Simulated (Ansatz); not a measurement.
Reaction (ligand exchange at the In–N bond): `[NH2][In]([NH2])[SH]` + silanol → `[NH2][In]([SH])[O][SiH3]` + NH₃

Calculated with Ansatz (gas phase, PBE0-D4/def2-TZVP geometries, no zero-point term in ΔE). CBS: MP2 limit from def2 TZ/QZ plus the TZ coupled-cluster correction, frozen cores. This one scheme is used for every species. Functionals use def2-TZVPP. B3LYP here is the variant with VWN-RPA as its local correlation; programs differ in this. HSE06 is defined as in plane-wave codes. def2 core potentials past Kr. For In outer-core shells are correlated without core-valence functions, which leaves a few kJ/mol of doubt a bond. Each species was taken in one conformer, which may not be the lowest.

```
         level  ΔE (kJ/mol)  difference from CCSD(T)/CBS
     revPBE-D4        -42.2                          4.0
       BLYP-D4        -46.1                          0.1
     r2SCAN-D4        -46.4                         -0.2
      B3LYP-D4        -46.2                          0.0
    r2SCAN0-D4        -45.1                          1.1
      BHLYP-D4        -49.2                         -3.0
       ωB97X-V        -44.5                          1.7
      PBE-QIDH        -42.9                          3.3
           PBE        -39.0                          7.2
          BLYP        -41.5                          4.7
        r2SCAN        -45.5                          0.7
       r2SCAN0        -43.9                          2.3
         HSE06        -39.4                          6.8
         BHLYP        -44.0                          2.2
   HF/def2-SVP        -56.2                        -10.0
MP2/def2-QZVPP        -45.1                          1.1
   CCSD(T)/CBS        -46.2                            0
```

Largest T1 diagnostic among the species: 0.015.

At CCSD(T), def2-SVP lies −11.1 kJ/mol from the extrapolated value and def2-TZVPP +0.9 kJ/mol. The D4 term adds −4.3 kJ/mol with B3LYP and −2.7 kJ/mol with PBE0; it sums over pairs of atoms, weighted by their polarisabilities, and B3LYP, whose exchange is more repulsive, gets the larger term. Leaving LDA and LC-ωPBE aside and taking each functional with its dispersion term where it has one, the values, not all of them listed here, spread over 11.8 kJ/mol, from B97M-V to PBE-D4. LDA lies +3.8 kJ/mol from PBE without D4.
